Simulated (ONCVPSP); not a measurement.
## How hard is this zirconium ONCV potential?

- Element: Zr
- Generator: ONCVPSP 4.0.1
- Type: optimised norm-conserving Vanderbilt (ONCV)
- Functional: PBE
- Relativity: scalar-relativistic
- Frozen core: [Kr]
- Valence charge: 4
- Reference configuration: 4d2 5s2
- Partial waves: 5s: rc 2.95 bohr, ncon 5, nbas 8, qcut 2 1/bohr, 2 projectors, debl 0.9 Ha; p scattering state at 0.15 Ha: rc 2.55 bohr, ncon 4, nbas 8, qcut 2.7 1/bohr, 2 projectors, debl 0.4 Ha; 4d: rc 1.85 bohr, ncon 4, nbas 9, qcut 4.7 1/bohr, 2 projectors, debl 2 Ha
- Local potential: polynomial inside 1.30 bohr (lpopt 5, dvloc0 0 Ha)
- Core correction: polynomial model core, fcfact 0.65

Q: For each optimised wave give the share of its norm inside rc, the residual kinetic energy above qcut (Ha) and the cutoffs (Ha) for errors of 10, 1, 0.1 and 0.01 mHa per electron.

A:

| wave | norm inside rc | residual KE | 10 mHa | 1 mHa | 0.1 mHa | 0.01 mHa |
| --- | --- | --- | --- | --- | --- | --- |
| 5s | 0.304 | 1.3e-03 | 1.2 | 2.3 | 8.3 | 17.5 |
| s projector 2 | 0.308 | 6.6e-02 | 5.6 | 21.8 | 25.7 | 28.9 |
| p projector 1 | 0.210 | 1.3e-02 | 4.6 | 28.5 | 34.5 | 52.6 |
| p projector 2 | 0.153 | 4.3e-03 | 2.5 | 32.5 | 42.2 | 56.3 |
| 4d | 0.418 | 3.5e-03 | 9.5 | 19.6 | 80.8 | 94.2 |
| d projector 2 | 0.112 | 1.3e-02 | 11.4 | 16.2 | 40.4 | 85.1 |

The occupied waves need 20 Ha and 81 Ha for 1 and 0.1 mHa. Note: ghosts flagged at negative energy: s at -66.8 eV, p at -333.7 eV, p at -25.4 eV; GHOST(+) flagged for p at 468.4 eV. A true bound ghost makes a file unfit for plane-wave use.
